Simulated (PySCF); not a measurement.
Computed with PBE-D3(BJ)/def2-TZVP // PBE0-D3(BJ)/def2-TZVP (PySCF 2.14.0). Isolated molecules, 0 K electronic values unless said otherwise. 

Reference species (SMILES): `[SiH2]=C` (neutral, multiplicity 1).

| Item | Result |
|---|---|
| dipole moment | 0.60 D |

Changed species: `C=[SiH]Cl` (whole molecule; the reference has whole molecule).

**Question.** What does the change do to the dipole moment?

**Answer.** the dipole moment goes up by 0.14 D, to 0.74 D.
